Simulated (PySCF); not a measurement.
Structure problem from calculated spectra and properties.

Formula: C3H9F3Si2.

* Rotational structure: rotational constants A, B, C: 2.041, 0.909, 0.747 GHz [GFN2-xTB]
* UV, first state: lowest singlet excitation: 8.10 eV (153 nm, f = 0.084) [TDDFT CAM-B3LYP/def2-SVPD]
* 13C NMR: chemical shifts (computed TMS as zero) by class: 140.5 (1 C), -5.2 (1 C), -11.8 (1 C) ppm [GIAO PBE0/pcSseg-1]
* 1H NMR: chemical shifts (computed TMS as zero) by class: 4.43 (2 H), 4.40 (2 H), 0.40 (3 H), 0.00 (2 H) ppm [GIAO PBE0/pcSseg-1]
* NMR, other nuclei: isotropic shieldings of nuclei other than C and H, by class: 242 (3 F), 388 (1 Si), 391 (1 Si) ppm [GIAO PBE0/pcSseg-1]
* Dipole: 2.68 D [CAM-B3LYP/def2-SVPD]
* Triplet: lowest triplet excitation (Tamm–Dancoff): 7.67 eV [TDA CAM-B3LYP/def2-SVPD]
* Polarisability: 91.2 au [CAM-B3LYP/def2-SVPD]

Gas-phase values; electronic properties from PySCF, density fitting. Levels stand in brackets. The structure is a single GFN2-xTB conformer in the gas phase; no vibrational or solvent corrections. Each NMR value is the plain mean over a class of atoms that symmetry, rotation or inversion makes alike.

Q: What is the compound? Reason from the data.

A: Numbering: `[CH3:1][SiH2:2][CH2:3][SiH2:4][C:5]([F:6])([F:7])[F:8]`. Its formula, C3H9F3Si2, gives 0 degrees of unsaturation, so no ring and no π bond. 3 carbons fall into 3 classes; from least to most shielded: CF3 carbon [C5] (140.5 ppm), Si-methyl carbon [C1] (-5.2 ppm), sp3 carbon bound to silicon [C3] (-11.8 ppm). Hydrogen classes from least to most shielded: 2 H on an SiH2 silicon, Si4 (4.43 ppm), 2 H on an SiH2 silicon, Si2 (4.40 ppm), 3 H on an Si-methyl carbon, C1 (0.40 ppm, a mean of values up to 0.7 ppm apart in this geometry), 2 H on an sp3 carbon bound to silicon, C3 (0.00 ppm). The other shieldings belong to: 242 ppm, fluorine of a CF3 group [F6/F7/F8]; 388 ppm, SiH2 silicon [Si4]; 391 ppm, SiH2 silicon [Si2]. The optimised geometry has point group C1 and is an asymmetric top. Structure: `C[SiH2]C[SiH2]C(F)(F)F`. Computed isomers that give other values at the same levels: `CC[Si@H]([SiH3])C(F)(F)F` (13C chemical shifts (computed TMS as zero) by class: 141.6 (1 C), 10.8 (1 C), 7.6 (1 C) ppm); `F[Si](F)(F)CCC[SiH3]` (13C chemical shifts (computed TMS as zero) by class: 23.6 (1 C), 19.2 (1 C), 14.9 (1 C) ppm); `CC([SiH3])([SiH3])C(F)(F)F` (13C chemical shifts (computed TMS as zero) by class: 140.0 (1 C), 19.7 (1 C), 16.6 (1 C) ppm). The assignments are read from this structure; whether some other isomer fits the data as well wasn't checked.

Shape of the structure used: `[CH3:1][SiH2:2][CH2:3][SiH2:4][C:5]([F:6])([F:7])[F:8]`: C1–Si2–C3–Si4 -85°, Si2–C3–Si4–C5 62°, C3–Si4–C5–F6 43°.
